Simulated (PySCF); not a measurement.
Compound: C7H6N2O.
Numbering: `[N:1]#[C:2][c:3]1[n:4][o:5][cH:6][c:7]1[CH:8]1[CH2:9][CH2:10]1` (hydrogens: H11 on C6; H12 on C8; H13, H14 on C9; H15, H16 on C10)

The closed-shell SCF was solved with PySCF and density fitting under several settings on one GFN2-xTB geometry (grid level 2 and gas phase unless stated).

| settings | basis functions | SCF cycles | E (Eh) | HOMO (eV) | LUMO (eV) | dipole (D) |
| --- | --- | --- | --- | --- | --- | --- |
| PBE0/pcSseg-1 | 200 | 16 | -454.3997 | -7.76 | -1.68 | 5.41 |
| PBE0/def2-SVPD | 251 | 16 | -454.1421 | -7.76 | -1.73 | 5.43 |
| B97-2/pcSseg-1, energy threshold 1e-08 Eh | 200 | 10 | -454.7591 | -7.51 | -1.74 | 5.40 |
| KT2/pcSseg-1 | 200 | 18 | -462.6548 | -6.66 | -2.54 | 5.29 |
| BHandHLYP/def2-SVPD | 251 | 14 | -454.3783 | -8.70 | -0.73 | 5.46 |
| PBE/pcSseg-1 | 200 | 18 | -454.3943 | -6.66 | -2.54 | 5.32 |

Problem. Estimate the rows for these settings: (1) wB97X/3-21G; (2) BHandHLYP/6-31G*, IEF-PCM chloroform, damping 0.3 at the start, DIIS from the seventh cycle.

Solution. 
| settings | basis functions | SCF cycles | E (Eh) | HOMO (eV) | LUMO (eV) | dipole (D) |
| --- | --- | --- | --- | --- | --- | --- |
| wB97X/3-21G | 102 | 14 | -452.3240 | -9.88 | 0.94 | 5.16 |
| BHandHLYP/6-31G*, IEF-PCM chloroform, damping 0.3 at the start, DIIS from the seventh cycle | 152 | 14 | -454.7015 | -8.18 | -0.35 | 6.33 |

Problem. Over all rows, what range does the HOMO–LUMO gap span?

Solution. From 4.12 eV to 10.82 eV.

Problem. Compare two rows with the functional PBE0: PBE0/pcSseg-1 and PBE0/def2-SVPD. Which energy is lower, and by how much?

Solution. PBE0/pcSseg-1 (200 functions) lies 0.2576 Eh or 162 kcal/mol below PBE0/def2-SVPD (251 functions). The smaller set gives the lower energy; the two sets aren't nested, so the variational bound doesn't order them by size.

Cycle counts include a coarse-grid stage where the run had one. All basis functions are spherical, in the Pople sets too. KT2 was designed for NMR shieldings or shifts; total energies of different functionals aren't comparable. The structure is a single GFN2-xTB conformer; no vibrational corrections.

Shape of the structure used: `[N:1]#[C:2][c:3]1[n:4][o:5][cH:6][c:7]1[CH:8]1[CH2:9][CH2:10]1`: C6–C7–C8–C9 -36°.
